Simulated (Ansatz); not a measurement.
BrCl₂HOSn (`[OH][Sn]([Cl])([Cl])[Br]`), relaxed with RKS PBE-D4/def2-SVP in Ansatz from a rough embedded geometry. The force threshold is 0.03 eV/Å; the program also tests the step.

Total charge 0; spin multiplicity 1. Sn: def2 effective core potential.

Start:

```xyz
6

O     0.003   -0.664    1.544
Sn   -0.065    0.281   -0.166
Cl   -1.172    2.297    0.180
Cl    2.043    0.743   -0.963
Br   -1.306   -1.082   -1.895
H     0.497   -1.576    1.301
```

```csv
step,energy (eV),largest force (eV/Å),largest move (Å)
1,-102949.3906,2.679,0.000
2,-102949.5663,1.009,0.085
3,-102949.5912,0.125,0.044
4,-102949.5925,0.052,0.007
5,-102949.5927,0.010,0.004
```

End:

```xyz
6

O     0.026   -0.676    1.530
Sn   -0.073    0.274   -0.215
Cl   -1.198    2.272    0.241
Cl    2.086    0.741   -1.024
Br   -1.292   -1.061   -1.932
H     0.450   -1.549    1.400
```

Hardware: 4 threads of a server CPU on a shared host. Wall time 12 s, peak host memory 0.18 GiB.
